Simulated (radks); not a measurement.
The numbers below are computed, except where a source is named.
Q: Species: the thallium ion Tl2+. Configuration: [Xe] 4f14 5d9.5 6s1.5 (fractional occupations, a model configuration). Code: a radial shooting solver on a logarithmic mesh with Libxc functionals. Model: Dirac Kohn-Sham, LDA (Slater exchange, Perdew-Wang correlation), spin-unpolarised, spherical densities, finite nucleus; open shells fill j = l - 1/2 first; Fermi nuclear charge, rms radius 5.4759 fm. Some entries of the table are withheld. Estimate them.

orbital  occ.  eigenvalue (eV)  <1/r> (bohr^-1)  r(max) (bohr)
1s1/2       2        -85385.57            99.28        0.01004
2s1/2       2        -15209.34            24.51        0.05841
2p1/2       2        -14610.73            24.48        0.04280
2p3/2       4        -12547.51            19.68        0.05040
3s1/2       2        -3644.936            8.989         0.1644
3p1/2       2        -3372.943            8.909         0.1531
3p3/2       4        -2914.365            7.654         0.1685
3d3/2       4        -2461.598            7.556         0.1309
3d5/2       6        -2363.568            7.275         0.1351
4s1/2       2        -828.2718            3.817         0.3696
4p1/2       2        -710.8613            3.710         0.3672
4p3/2       4        -599.1116            3.272         0.3987
4d3/2       4        -406.5144              (1)         0.3903
4d5/2       6        -385.6589              (2)         0.3999
5s1/2       2        -150.7955            1.577         0.8080
4f5/2       6        -136.7235            2.625         0.3552
4f7/2       8        -132.1187            2.587         0.3597
5p1/2       2              (3)            1.453            (4)
5p3/2       4              (5)            1.292            (6)
5d3/2       4         -36.2626           0.9943          1.091
5d5/2     5.5         -33.9429           0.9561          1.125
6s1/2     1.5         -26.4880           0.5714          1.982

A: 
(1) 4d3/2 <1/r> (bohr^-1): 3.075
(2) 4d5/2 <1/r> (bohr^-1): 2.976
(3) 5p1/2 eigenvalue (eV): -111.1228
(4) 5p1/2 r(max) (bohr): 0.8485
(5) 5p3/2 eigenvalue (eV): -90.5897
(6) 5p3/2 r(max) (bohr): 0.9269
